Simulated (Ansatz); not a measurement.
C3H2F4 can be A, `F/C=C(\F)C(F)F`, or B, `F[C@H]1[C@H](F)C1(F)F`.

Program: Ansatz. Geometries: PBE0-D4/def2-TZVP. ΔE: electronic, gas phase. CBS: MP2 limit from def2 TZ/QZ plus the TZ coupled-cluster correction, frozen cores. Functionals use def2-TZVPP. B3LYP here is the variant with VWN-RPA as its local correlation; programs differ in this. Each species was taken in one conformer, which may not be the lowest.

Task: Which isomer does CCSD(T)/CBS put lower? Give the gap. (Best estimate.)

Result: Ansatz gave: A, by 78.5 kJ/mol.

Task: Give E(B) − E(A) in kJ/mol with HF/def2-TZVPP, r2SCAN-D4, MP2/def2-TZVPP, ωB97M-V, BLYP-D4, B2PLYP, B3LYP. (Estimate.)

Result: The calculation gave: HF/def2-TZVPP 83.1, r2SCAN-D4 71.9, MP2/def2-TZVPP 72.9, ωB97M-V 68.7, BLYP-D4 89.4, B2PLYP 80.8, B3LYP 82.2. None reverses the order clearly.

Task: Does the order hold for the free energy at 298.15 K (harmonic terms from PBE0-D4)? (Estimate.)

Result: Ansatz gave: Yes: G(B) − G(A) = +81.6 kJ/mol, for one conformer each.

Largest T1 diagnostic: 0.012.

Leaving LDA and LC-ωPBE aside and taking each functional with its dispersion term where it has one, the values, not all of them listed here, spread over 28.4 kJ/mol, from ωB97X-V to BLYP-D4. LDA lies −11.8 kJ/mol from PBE without D4. From PBE to PBE0 (25 % exact exchange), in def2-TZVPP and without D4, E(B) − E(A) moves by −6.5 kJ/mol.
